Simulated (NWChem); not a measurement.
Species: ZrCl4; SMILES [Cl][Zr]([Cl])([Cl])[Cl]

Program: NWChem. Medium grid unless said otherwise, to which SCAN and Minnesota functionals are sensitive. Coordinates come from a PBE0/def2-SVP optimisation. Not confirmed as a minimum by frequencies. def2 effective core potentials on Zr; no spin-orbit coupling. Total energies of different functionals are on different scales.

```
level                                                               energy (Ha)  highest occupied level (eV)  orbital gap (eV)
------------------------------------------------------------------  -----------  ---------------------------  ----------------
B3LYP/def2-SVP                                                       -1887.6730                        -9.33              6.58
PBE/def2-SVP                                                         -1886.8636                   (withheld)              4.91
MN15/def2-SVP                                                        -1887.0119                       -10.35              8.19
LDA (Slater exchange, PW92)/def2-SVP                                 -1881.5480                        -8.37              4.89
N12/def2-SVP                                                         -1887.5783                        -8.13              4.84
PW6B95/def2-SVP                                                      -1889.0228                        -9.74              7.16
LC-wPBE (HJS exchange hole, range parameter 0.4 per bohr)/def2-SVP   -1887.0110                       -12.55             11.97
BHandHLYP/def2-SVP                                                   -1887.5119                       -10.90              9.24
```

Q: What belongs in the gaps?

A: 
- PBE/def2-SVP, highest occupied level (eV): -8.27
